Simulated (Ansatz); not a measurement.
Geometry optimisation, DFT LDA, scalar-relativistic, plane waves, PAW (Ansatz 0.2.0).

input.yaml

```yaml
accuracy: low
crystal:
  lattice:
    - [4.58, 0.0, 0.0]
    - [2.29, 3.966396, 0.0]
    - [0.0, 0.0, 17.382645]
  atoms:
    - { symbol: Be, position: [-0.1666667, 0.3333333, 0.0575286] }
    - { symbol: Be, position: [0.3333333, 0.3333333, 0.0575286] }
    - { symbol: Be, position: [-0.1666667, 0.8333333, 0.0575286] }
    - { symbol: Be, position: [0.3333333, 0.8333333, 0.0575286] }
    - { symbol: Be, position: [0.0, 0.0, 0.1607474] }
    - { symbol: Be, position: [0.5, 0.0, 0.1607474] }
    - { symbol: Be, position: [0.0, 0.5, 0.1607474] }
    - { symbol: Be, position: [0.5, 0.5, 0.1607474] }
    - { symbol: Be, position: [-0.1666667, 0.3333333, 0.2639662] }
    - { symbol: Be, position: [0.3333333, 0.3333333, 0.2639662] }
    - { symbol: Be, position: [-0.1666667, 0.8333333, 0.2639662] }
    - { symbol: Be, position: [0.3333333, 0.8333333, 0.2639662] }
    - { symbol: Be, position: [0.0, 0.0, 0.3671849] }
    - { symbol: Be, position: [0.5, 0.0, 0.3671849] }
    - { symbol: Be, position: [0.0, 0.5, 0.3671849] }
    - { symbol: Be, position: [0.5, 0.5, 0.3671849] }
    - { symbol: Co, position: [0.1601283, 0.6658755, 0.4753388], spin: 1.0 }
magnetization:
  spin_polarized: true
basis:
  ecutwfc: 420.0
kpoints:
  mp_grid: { grid: [3, 3, 1] }
hamiltonian:
  xc: lda
scf:
  occupations: { method: fermi_dirac, width: 0.1 }
  lower_state_search: "off"
relax:
  f_tol: 0.08
  max_steps: 25
  adjacent_minimum: "off"
  constraints: [{ sites: [0, 1, 2, 3] }]
output:
  write_density: true
  write_potential: true
  elf: true
  volumetric_format: npy
```

Command:

```bash
$ ansatz run input.yaml --threads 1 --pin off --max-ram 3072MiB --backend cpu --events-out ev --progress --plain --runs-dir out
```

**Question.** Where does it end, and by what steps?

**Answer.** The forces met the threshold. The threshold is loose, so the end isn't yet a minimum. Limits of this set-up: coarse k mesh, thin slab, slab without dipole correction, low accuracy level. After 4 steps the energy has fallen by 0.773 eV; Co17 moved furthest, 0.57 Å.

```tsv
step	energy less start (eV)	largest force component (eV/Å)	accepted
0	0.0000	2.624	yes
1	-0.4496	1.812	yes
2	-0.6819	1.141	yes
3	-0.7693	0.266	yes
4	-0.7725	0.078	yes
```

```xyz
17
Lattice="4.5800 0.0000 0.0000 2.2900 3.9664 0.0000 0.0000 0.0000 17.3826" Properties=species:S:1:pos:R:3
Be 0.000 1.322 1.000
Be 2.290 1.322 1.000
Be 1.145 3.305 1.000
Be 3.435 3.305 1.000
Be 0.000 0.003 2.778
Be 2.290 0.000 2.782
Be 1.142 1.981 2.777
Be 3.438 1.982 2.778
Be -0.002 1.322 4.489
Be 2.290 1.307 4.479
Be 1.133 3.313 4.478
Be 3.449 3.313 4.481
Be 0.001 0.053 6.213
Be 2.293 0.000 6.521
Be 1.097 1.955 6.207
Be 3.479 1.958 6.218
Co 2.273 2.644 7.692
```

Whether the end is a true minimum wasn't checked by a vibrational analysis.

Run time: 90 s on 1 thread of Arm Neoverse V1, with other jobs on the host, peak memory 0.51 GiB.
